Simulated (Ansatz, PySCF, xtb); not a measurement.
Scan of H3Ga, singlet: umbrella (inversion) coordinate, bond length relaxed. Scanned: angle between the Ga-H bonds and the threefold axis (90 = planar). Other coordinates (Ga-H bond length) were minimised at B3LYP/def2-TZVP.

Levels of theory: GFN1-xTB (xtb); RKS-M06-2X/6-31G* = restricted M06-2X/6-31G*, spherical d in PySCF; RKS-B3LYP/6-31G* = PySCF 2.14.0 with restricted B3LYP/6-31G*, spherical d; CCSD(T)/aug-cc-pVQZ = CCSD(T) on RHF/aug-cc-pVQZ, cores with 3d frozen (Ansatz, an electronic-structure program).

Energies relative to the lowest point of each profile, in kcal/mol; the last columns give the difference from CCSD(T):

```tsv
a / °	GFN1-xTB	RKS-M06-2X/6-31G*	RKS-B3LYP/6-31G*	CCSD(T)/aug-cc-pVQZ	GFN1-xTB − CCSD(T)/aug-cc-pVQZ	RKS-M06-2X/6-31G* − CCSD(T)/aug-cc-pVQZ	RKS-B3LYP/6-31G* − CCSD(T)/aug-cc-pVQZ
90	0.0	0.0	0.0	0.0	0.0	0.0	0.0
93.90	0.5	0.7	0.7	0.7	-0.2	0.0	0.0
96.90	1.6	2.3	2.3	2.2	-0.6	0.1	0.1
99.90	3.3	4.7	4.6	4.5	-1.2	0.2	0.1
102.90	5.7	8.0	7.9	7.7	-2.0	0.3	0.2
105.90	8.7	12.2	12.0	11.7	-3.0	0.5	0.3
108.90	12.5	17.3	17.0	16.6	-4.1	0.7	0.4
111.90	17.0	23.3	22.9	22.3	-5.3	1.0	0.6
114.90	22.4	30.2	29.7	28.9	-6.5	1.3	0.8
117.90	28.7	38.0	37.4	36.4	-7.6	1.7	1.1
120.90	36.1	46.9	46.2	44.8	-8.6	2.1	1.4
123.90	44.7	56.8	56.0	54.1	-9.4	2.7	1.9
126.90	54.7	67.8	66.9	64.4	-9.7	3.4	2.5
129.90	66.3	80.0	79.0	75.8	-9.5	4.2	3.3
132	75.6	89.3	88.4	84.4	-8.8	4.9	4.0
```

GFN1-xTB is furthest from CCSD(T)/aug-cc-pVQZ at 126.90 (-9.7 kcal/mol, below); its mean absolute difference over the points is 5.1 kcal/mol.

RKS-M06-2X/6-31G* is furthest from CCSD(T)/aug-cc-pVQZ at 132 (4.9 kcal/mol, above); its mean absolute difference over the points is 1.5 kcal/mol.

RKS-B3LYP/6-31G* is furthest from CCSD(T)/aug-cc-pVQZ at 132 (4.0 kcal/mol, above); its mean absolute difference over the points is 1.1 kcal/mol.
